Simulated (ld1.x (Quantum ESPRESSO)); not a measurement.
Ba: excitation energies, all-electron against TM

```json
{
 "Element": "Ba",
 "Generator": "ld1.x (Quantum ESPRESSO) 7.5",
 "Type": "norm-conserving Troullier–Martins (Kleinman–Bylander form)",
 "Functional": "PBE",
 "Relativity": "scalar-relativistic",
 "Frozen core": "[Xe]",
 "Valence charge": "2",
 "Reference configuration": "5d0.5 6s1.5 6p0",
 "Partial waves": "6s (bound): rc 3.95 bohr; 6p (bound, empty): rc 4.20 bohr; 4f channel at 0.45 Ry: rc 3.40 bohr; 5d (bound): rc 4.15 bohr",
 "Local potential": "the d channel",
 "Core correction": "a·sin(br)/r model core inside 3.35 bohr"
}
```

Energies are relative to the spin-unpolarised reference configuration 5d0.5 6s1.5 6p0; without spin polarisation the order of configurations can differ from experiment. Not all tests gave a result: 2 of 7 tests not solved or not reliable. Left out of the table: 5d0 6s0 6p2 (solver errors, printed error -7.0 eV); 5d0 6s0 6p1 (solver errors, printed error -1.9 eV).

Question: Give the all-electron excitation energy and the error of the potential for: 5d0 6s2 6p0; 5d0 6s1 6p0; 5d0 6s1.5 6p0; 5d1 6s1 6p0; 5d1 6s0 6p0.

Answer:

```tsv
valence configuration	charge	ΔE all-electron (eV)	error AE − PS (meV)
5d0 6s2 6p0	0	-0.638	-1.9
5d0 6s1 6p0	+1	4.724	-18
5d0 6s1.5 6p0	+0.5	1.498	-7.4
5d1 6s1 6p0	0	0.694	-3.6
5d1 6s0 6p0	+1	5.406	+4.0
```

Levels in the configuration 5d0 6s1.5 6p0:

```json
{"level": "6s", "all-electron (eV)": "-5.341", "pseudo (eV)": "-5.356"}
```

Note: ghost state, extra bound levels that the all-electron valence spectrum of the same l lacks: s at -12.1 eV. A true bound ghost makes a file unfit for plane-wave use.
